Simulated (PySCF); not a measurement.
Geometry:
```tsv
atom	x (Å)	y (Å)	z (Å)
O1	4.200	0.303	-0.242
C2	3.054	0.626	-0.311
Cl3	2.609	2.201	-1.005
C4	1.903	-0.118	0.110
C5	1.841	-1.373	0.689
C6	0.484	-1.638	0.904
C7	-0.203	-0.533	0.444
C8	-1.637	-0.259	0.408
C9	-2.122	1.161	0.590
C10	-2.206	0.525	-0.753
O11	0.650	0.378	-0.031
H12	2.680	-1.997	0.918
H13	0.058	-2.520	1.335
H14	-2.236	-1.057	0.823
H15	-1.372	1.921	0.744
H16	-3.029	1.309	1.155
H17	-3.171	0.226	-1.132
H18	-1.512	0.851	-1.511
```

Theoretical values (PySCF): GIAO PBE0/pcSseg-1 shieldings, GFN2-xTB geometry. A single conformation, non-relativistic, no solvent model, one averaged value for each set of equivalent atoms.

Task: Predict the 2D correlation tables (HSQC, COSY, HMBC).

Result: 

HSQC (one-bond C–H):
```csv
δH,δC
7.65 (H12),132.2 (C5)
6.72 (H13),117.4 (C6)
1.95 (H14),14.5 (C8)
1.28 (H15/H18),13.4 (C9/C10)
1.14 (H16/H17),13.4 (C9/C10)
```

COSY cross peaks (H two or three bonds apart, from the bond graph; peaks can be absent where the dihedral angle is near 90°):
```csv
δH,δH
7.65 (H12),6.72 (H13)
1.95 (H14),1.28 (H15/H18)
1.95 (H14),1.14 (H16/H17)
1.28 (H15/H18),1.14 (H16/H17)
```

HMBC (two and three bonds, from the bond graph):
```csv
δH,δC
7.65 (H12),"173.0 (C7), 162.2 (C2), 148.1 (C4), 117.4 (C6)"
6.72 (H13),"173.0 (C7), 148.1 (C4), 132.2 (C5), 14.5 (C8)"
1.95 (H14),"173.0 (C7), 117.4 (C6), 13.4 (C9/C10)"
1.28 (H15/H18),"173.0 (C7), 14.5 (C8), 13.4 (C9/C10)"
1.14 (H16/H17),"173.0 (C7), 14.5 (C8), 13.4 (C9/C10)"
```

Shifts are taken against calculated references (same method and geometry level): $^{1}$H, $^{13}$C vs TMS.

Short H···H contacts in this conformer between protons four or more bonds apart (candidates for NOE cross peaks, intensity ∝ r⁻⁶): H13···H14 2.77 Å.

Carbons that carry Cl, above all several Cl atoms, come out too deshielded, partly because spin–orbit coupling is missing. Shifts are as computed. Against solution values, carbons near 30 ppm lie about +3 ppm off and those near 130 ppm about +5 ppm; carbons on Cl a further +6 ppm. Of 1211 compounds with measured shifts, 218 miss one by over three times the rms of a fit or turn the order of signals round; such compounds aren't used in these exercises.
